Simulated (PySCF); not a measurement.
Isomers of C3H13OPSi2 and their computed core-level spectra.

Computed, not measured: PySCF, delta-SCF UKS SCAN, pcX-2 on the ionised atom, pcseg-1 elsewhere, spin-free X2C. Geometries: PBE0-D3(BJ)/def2-SVP; isolated species, one conformer each.

Line lists (1s up to Mg, 2p3/2 beyond; areas count atoms within a level, one atom standing for each set equivalent by bonding):
1. C 1s: 290.14 (area 1), 290.58 (area 1), 290.63 (area 1) eV; O 1s: 537.62 eV; Si 2p3/2: 106.88 (area 1), 107.49 (area 1) eV; P 2p3/2: 136.05 eV
2. C 1s: 290.57 (area 1), 290.64 (area 1), 292.18 (area 1) eV; O 1s: 537.55 eV; Si 2p3/2: 106.38 (area 1), 106.81 (area 1) eV; P 2p3/2: 136.15 eV
3. C 1s: 290.08 (area 1), 290.22 (area 1), 292.22 (area 1) eV; O 1s: 537.62 eV; Si 2p3/2: 105.98 (area 1), 106.45 (area 1) eV; P 2p3/2: 135.92 eV
4. C 1s: 290.15 (area 1), 290.63 (area 1), 292.09 (area 1) eV; O 1s: 537.55 eV; Si 2p3/2: 106.22 (area 1), 106.58 (area 1) eV; P 2p3/2: 135.92 eV

Structures:
A. `CC([Si@@H](P)O[SiH3])C`
B. `CO[Si@@](C)(P)[SiH2]C`
C. `CC(C)O[Si@@H]([SiH3])P`
D. `CCO[Si@@](C)([SiH3])P`

Question: Match each list to its structure.

Answer: 
- 1 = A: another candidate has the same counts of sites, so positions decide. C 1s: 290.14 sp3 carbon bound to silicon, 290.58 methyl carbon, 290.63 methyl carbon; O 1s: 537.62 siloxane oxygen; Si 2p3/2: 106.88 oxygen-bound silicon, 107.49 oxygen-bound silicon; P 2p3/2: 136.05 three-coordinate phosphorus.
- 2 = C: another candidate has the same counts of sites, so positions decide. C 1s: 290.57 methyl carbon, 290.64 methyl carbon, 292.18 sp3 carbon bound to oxygen; O 1s: 537.55 silyl ether oxygen; Si 2p3/2: 106.38 SiH3 silicon, 106.81 oxygen-bound silicon; P 2p3/2: 136.15 three-coordinate phosphorus.
- 3 = B: another candidate has the same counts of sites, so positions decide. C 1s: 290.08 Si-methyl carbon, 290.22 Si-methyl carbon, 292.22 methoxy carbon; O 1s: 537.62 silyl ether oxygen; Si 2p3/2: 105.98 SiH2 silicon, 106.45 oxygen-bound silicon; P 2p3/2: 135.92 three-coordinate phosphorus.
- 4 = D: another candidate has the same counts of sites, so positions decide. C 1s: 290.15 Si-methyl carbon, 290.63 methyl carbon, 292.09 sp3 carbon bound to oxygen; O 1s: 537.55 silyl ether oxygen; Si 2p3/2: 106.22 SiH3 silicon, 106.58 oxygen-bound silicon; P 2p3/2: 135.92 three-coordinate phosphorus.

Spin–orbit coupling isn't in the SCF: each 2p doublet comes from a relaxed spin-free hole plus a matrix of the shell (mean-field spin–orbit coupling and the ground-state 2p splitting), with 2p3/2 averaged over its two sublevels.
